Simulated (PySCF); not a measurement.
BaCl, multiplicity 2. Atoms are numbered in the order given.

```xyz
2

Ba     0.0000     0.0000    -0.6241
Cl     0.0000     0.0000     2.0558
```
Charge 0, spin multiplicity 2.

The structure is a stationary point at PBE0-D3(BJ)/def2-TZVPD. The multiplicity is an assumed one; other spin states were not compared. The def2 effective core potentials stand for the cores of Ba; spin–orbit coupling is left out.

These are PBE/def2-TZVPD (PySCF) values and carry that method's errors.

Mulliken values depend strongly on the basis, most of all with diffuse functions as here. ESP charges are fitted to the potential on shells at 1.4 to 2.0 van der Waals radii. Atomic charges (e):

```csv
atom,ESP fit,Mulliken,Mulliken spin
Ba1,[?],0.68,1.03
Cl2,[?],-0.68,-0.03
```

### Question
Complete the blanks. (An estimate is asked for; the answer gives what the named calculation found.)

### Answer

- Ba1, ESP fit: 0.40
- Cl2, ESP fit: -0.40
